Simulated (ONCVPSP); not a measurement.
# Building the ONCV potential for Rb (PBEsol, scalar-relativistic).

Rb, optimised norm-conserving Vanderbilt (ONCV), made with ONCVPSP 4.0.1 (PBEsol, scalar-relativistic). Core [Ar] 3d10, reference 4s2 4p6 (charge +1). Waves: 4s: rc 2.00 bohr, ncon 4, nbas 9, qcut 6.9 1/bohr, 2 projectors, debl 2.8 Ha; 4p: rc 1.65 bohr, ncon 4, nbas 8, qcut 4.8 1/bohr, 2 projectors, debl 0.3 Ha; d scattering state at 0.11 Ha: rc 1.75 bohr, ncon 4, nbas 8, qcut 6 1/bohr, 2 projectors, debl 1.1 Ha; f scattering state at 0.06 Ha: rc 1.50 bohr, ncon 3, nbas 7, qcut 6.4 1/bohr, 2 projectors, debl 2 Ha. Local part: polynomial inside 1.20 bohr (lpopt 5, dvloc0 0 Ha). Core correction: none.

In the p channel the program set the typed energies aside and used -0.795, 0.250 Ha. In the d channel the program set the typed energies aside and used 0.050, 1.150 Ha.

All-electron outer shells of the reference configuration (PBEsol, scalar-relativistic, ld1.x):

| shell | level (eV) | outermost node (bohr) | outermost maximum (bohr) |
| --- | --- | --- | --- |
| 4p | -21.64 | 0.64 | 1.42 |

Question: Does the generator finish with these settings?

Answer: Yes, a potential is produced and its reference levels are reproduced.

Question: Estimate the cutoffs (Ha) at which the residual kinetic energy of the hardest occupied pseudo-wave falls to 1 and 0.1 mHa per electron.

Answer: 14 Ha and 67 Ha.

Question: What does a ghost test show?

Answer: No bound ghost flagged; GHOST(+) flagged for s at 137.0 eV.

Question: Tests: 4s2 4p6 5s1; 4s2 4p6 5s0.5; 4s2 4p6 5p1; 4s2 4p5 5s1. Which has the largest error in its energy relative to the reference configuration, and how large is it?

Answer: 4s2 4p5 5s1, with -6.7 meV (all-electron minus pseudo) on +17.08 eV.
